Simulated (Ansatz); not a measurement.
Cl3Sn (SMILES [Cl][Sn-]([Cl])[Cl]), charge -1, singlet, at a GFN2-xTB geometry (such geometries of metal compounds can be far from the true shape) (all electrons, no relativity) (a gas-phase anion, which may not be bound at this level); BLYP/3-21G (Ansatz, a first-principles code).

The Ansatz input:
Ansatz 0.2 input:
```yaml
crystal:
  periodic: [false, false, false]
  atoms:
    - {symbol: Sn, position_ang: [-0.00024598, 0.00560843, 0.57812327]}
    - {symbol: Cl, position_ang: [-1.94257826, -1.06785136, -0.55730815]}
    - {symbol: Cl, position_ang: [0.05159000, 2.20812614, -0.58824027]}
    - {symbol: Cl, position_ang: [1.89171173, -1.15677018, -0.55481414]}
basis:
  gaussian:
    orbitals: 3-21G.json
hamiltonian:
  xc: blyp
total_charge: -1
```
The basis file holds 3-21G in the JSON format of the Basis Set Exchange.

**Question.** Predict the main parts of the log of this Ansatz run.

**Answer.** 
```
Functional definition: BLYP
822 factors; integrals over basis functions are off by at most 2.5e-4 eV
mean field evaluation 1: about -200641.4054 eV, gradient 1.3e1 eV
mean field evaluation 2: about -200640.9900 eV, gradient 1.6e1 eV
mean field evaluation 4: about -200641.9451 eV, gradient 8.3e-1 eV
mean field evaluation 8: about -200641.9407 eV, gradient 3.5e-3 eV
mean field -200641.94067923 eV, -7373.4553199696 hartree, gradient 3.2e-5 eV, S^2 0.000000; 0 other end points of the search recorded, 0 dependent functions left out
reference -200641.94098808 eV, -7373.4553313197 hartree; 51, 51 occupied and 21, 21 virtual orbitals, 822 factors
Total energy: -200641.94098808 eV, -7373.4553313197 hartree
```
